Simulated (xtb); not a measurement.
A run for xtb: GFN2-xTB on CH3ClO2 (a complex), monomers drawn apart or pushed together.

```
$ xtb mol.xyz --gfn 2 --sp --chrg 0 --uhf 0
7

Cl    -0.27068733     0.32754095    -0.09807415
H      0.58689984     0.05791804     0.85843757
O      1.27970774    -0.36109523     4.02401104
C      0.38928899    -0.23228046     4.83013235
O     -0.87466375     0.06897522     4.55757355
H      0.53168882    -0.35398056     5.90950654
H     -0.99163315     0.17574255     3.59182737
```

The head of its log:

```
[...]
           -------------------------------------------------
          |                Calculation Setup                |
           -------------------------------------------------



molecular fragmentation (1/2 indicates fragments):
1122222
# atoms in fragment 1/2:     2     5
 fragment masses (1/2) :       36.46       46.03
CMA distance (Bohr)    :   8.645
constraining FC (au)   :  0.0500

           -------------------------------------------------
          |                 G F N 2 - x T B                 |
           -------------------------------------------------

        Reference                      10.1021/acs.jctc.8b01176
      * Hamiltonian:
        H0-scaling (s, p, d)           1.850000    2.230000    2.230000
        zeta-weighting                 0.500000
      * Dispersion:
        s8                             2.700000
        a1                             0.520000
        a2                             5.000000
        s9                             5.000000
      * Repulsion:
        kExp                           1.500000    1.000000
        rExp                           1.000000
      * Coulomb:
        alpha                          2.000000
        third order                    shell-resolved
        anisotropic                    true
        a3                             3.000000
        a5                             4.000000
        cn-shift                       1.200000
        cn-exp                         4.000000
        max-rad                        5.000000


          ...................................................
          :                      SETUP                      :
          :.................................................:
          :  # basis functions                  25          :
          :  # atomic orbitals                  24          :
          :  # shells                           12          :
          :  # electrons                        26          :
          :  max. iterations                   250          :
          :  Hamiltonian                  GFN2-xTB          :
          :  restarted?                      false          :
          :  GBSA solvation                  false          :
          :  PC potential                    false          :
          :  electronic temp.          300.0000000     K    :
          :  accuracy                    1.0000000          :
          :  -> integral cutoff          0.2500000E+02      :
          :  -> integral neglect         0.1000000E-07      :
          :  -> SCF convergence          0.1000000E-05 Eh   :
          :  -> wf. convergence          0.1000000E-03 e    :
          :  Broyden damping             0.4000000          :
          :  net charge                          0          :
          :  unpaired electrons                  0          :
          ...................................................

 iter      E             dE          RMSdq      gap      omega  full diag
   1    -16.3886650 -0.163887E+02  0.565E+00    5.95       0.0  T
   2    -16.4194893 -0.308243E-01  0.288E+00    4.81       1.0  T
```

Task: What total energy does the run end on?

Result: -16.3377 hartree.
